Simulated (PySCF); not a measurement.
`C#C[Si@H]([SiH3])[O][GeH3]`, C2H8GeOSi2

Geometry:
| atom | x (Å) | y (Å) | z (Å) |
| --- | --- | --- | --- |
| C1 | -1.788 | 2.418 | 0.773 |
| C2 | -1.222 | 1.620 | 0.073 |
| Si3 | -0.327 | 0.354 | -0.956 |
| Si4 | -1.255 | -1.740 | -0.660 |
| O5 | 1.251 | 0.356 | -0.502 |
| Ge6 | 2.363 | -0.012 | 0.762 |
| H7 | -2.284 | 3.124 | 1.377 |
| H8 | -0.208 | 0.908 | -2.312 |
| H9 | -0.297 | -2.838 | -0.854 |
| H10 | -2.341 | -1.947 | -1.622 |
| H11 | -1.827 | -1.938 | 0.679 |
| H12 | 3.651 | 0.578 | 0.285 |
| H13 | 1.862 | 0.624 | 2.025 |
| H14 | 2.422 | -1.507 | 0.886 |

The calculation used PySCF, GIAO HCTH407/cc-pVDZ magnetisability, rotational g tensor and spin-rotation constants, non-relativistic, gas phase. Geometry: GFN2-xTB.

The calculation is non-relativistic, which matters for the atoms heavier than Zn.

(1) Give the nuclear spin-rotation constants along the inertial axes (H = +C I·J) beside the isotropic shieldings.

Answers

(1) Rotational constants 1.7693, 0.8498, 0.6464 GHz. A star marks the isotopologue with that one atom substituted, in its own axes.
```csv
atom,isotope,Caa (kHz),Cbb (kHz),Ccc (kHz),mean (kHz),σ (ppm)
H7,1H,-0.182,-0.016,-0.055,-0.084,29.7
H8,1H,-0.155,-0.068,0.037,-0.062,25.8
H9,1H,-0.094,-0.004,-0.065,-0.054,28.3
H10,1H,0.020,-0.073,-0.056,-0.037,28.5
H11,1H,-0.171,-0.082,0.022,-0.077,28.3
H12,1H,-0.036,-0.068,-0.021,-0.042,26.6
H13,1H,-0.152,-0.022,-0.010,-0.062,26.4
H14,1H,-0.150,0.024,-0.048,-0.058,26.6
C1,13C*,0.525,0.118,0.173,0.272,106.4
C2,13C*,0.537,0.089,0.172,0.266,114.7
Si3,29Si*,-0.804,-0.477,-0.360,-0.547,439.9
Si4,29Si*,-0.776,-0.358,-0.280,-0.471,515.4
O5,17O*,-0.257,0.001,-0.023,-0.093,324.7
Ge6,73Ge*,-0.391,-0.226,-0.160,-0.259,1610.9
```
For the geometry as given, no vibrational averaging.
